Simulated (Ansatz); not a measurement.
Two isomers of CH5NSeSi: A = `N=C[SiH2][SeH]`, B = `C=N[SiH2][SeH]`.

Gas-phase electronic energies from Ansatz, PBE0-D4/def2-TZVP geometries. CCSD(T)/CBS adds triple-zeta CCSD(T) − MP2 to the extrapolated MP2 energy (def2 sets, frozen cores). Functionals use def2-TZVPP. B3LYP here is the variant with VWN-RPA as its local correlation; programs differ in this. For Se outer-core shells are correlated without core-valence functions, which leaves a few kJ/mol of doubt a bond. Scalar relativity is left out up to krypton. One conformer a species, not always the lowest.

Problem. Which is lower in electronic energy at CCSD(T)/CBS, and by how much? (Estimate.)

Solution. The calculation gave: B, by 55.3 kJ/mol.

Problem. Give E(B) − E(A) in kJ/mol with PBE-D4, MP2/def2-TZVPP, B3LYP-D4, B2PLYP, PBE0-D4, CCSD(T)/def2-TZVPP, B3LYP. (Best estimate.)

Solution. Ansatz gave: PBE-D4 -51.4, MP2/def2-TZVPP -59.3, B3LYP-D4 -57.7, B2PLYP -57.7, PBE0-D4 -53.5, CCSD(T)/def2-TZVPP -54.5, B3LYP -55.9. None reverses the order clearly.

Largest T1 diagnostic: 0.012.
